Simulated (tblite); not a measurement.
Compound: C₄H₅N₂SeSi (doublet state).
Numbering: `[cH:1]1[n:2][se:3][n:4][c:5]1[Si:6]1[CH2:7][CH2:8]1` (hydrogens: H9 on C1; H10, H11 on C7; H12, H13 on C8)
Bond orders are those of one Lewis drawing.

Computed with GFN2-xTB (tblite), gas phase: L-BFGS steps from a force-field or distance-geometry start until the largest atomic force falls under 0.01 eV/Å.

Step 0: E = -590.5840 eV
```
atom  x, y, z in Å  |  force x, y, z in eV/Å
C1      2.0196   -0.9382   -0.1192    0.294  -3.823   0.241
N2      3.1464   -0.7658   -0.7204    0.119   1.928  -0.171
Se3     3.2131    1.1429   -0.8692    1.747  -1.320  -0.844
N4      1.7132    1.3084   -0.1333   -1.483  -0.548   0.958
C5      1.2213    0.1052    0.2172   -1.314   2.372   0.333
Si6    -0.4340   -0.0454    1.0586    1.339   0.097   0.367
C7     -1.8863   -0.5660    0.0306   -0.809  -1.696  -0.921
C8     -1.8516    0.9182    0.3545   -1.416   1.296   0.718
H9      1.6664   -1.9929    0.1351    0.680   1.266  -0.444
H10    -1.7819   -0.7844   -1.0445   -0.054  -0.157   0.601
H11    -2.6512   -1.2221    0.5145    0.450   0.889  -0.611
H12    -2.6893    1.2107    1.0247    0.670   0.129  -0.606
H13    -1.6900    1.6298   -0.4661   -0.222  -0.432   0.380
```

**Question.** Estimate the geometry and energy of step 1. (The exact step hangs on the optimiser's Hessian estimate; all steps are aligned on step 0, rigid shifts and turns removed.)

**Answer.** E = -590.9206 eV, largest force 1.315 eV/Å
```
atom  x, y, z in Å  |  force x, y, z in eV/Å
C1      2.0238   -0.9928   -0.1158    0.188   0.895  -0.097
N2      3.1481   -0.7383   -0.7229   -0.575   0.944   0.282
Se3     3.2381    1.1241   -0.8813    0.594  -1.141  -0.274
N4      1.6920    1.3006   -0.1196   -0.259   0.318   0.259
C5      1.2025    0.1391    0.2219    0.533  -0.754  -0.340
Si6    -0.4149   -0.0440    1.0638   -0.629   0.231  -0.015
C7     -1.8979   -0.5902    0.0174    0.319   0.212   0.185
C8     -1.8719    0.9367    0.3648    0.049  -0.532   0.218
H9      1.6761   -1.9748    0.1288    0.244  -0.365  -0.111
H10    -1.7827   -0.7867   -1.0360   -0.030  -0.278  -0.054
H11    -2.6448   -1.2094    0.5058   -0.074   0.325  -0.284
H12    -2.6797    1.2125    1.0160   -0.150   0.363   0.006
H13    -1.6932    1.6236   -0.4606   -0.210  -0.217   0.225
```

The energy changes by -0.3366 eV. The first-order estimate −F·Δx gives -0.7237 eV and the mean of the old and new forces, exact on a quadratic surface, -0.3411 eV. The step makes an angle of 0° with the force vector and moves no atom by more than 0.055 Å.

What follows is the cost of the whole relaxation. On one thread of an Arm Neoverse N1 (shared host), this took 0.87 s wall.
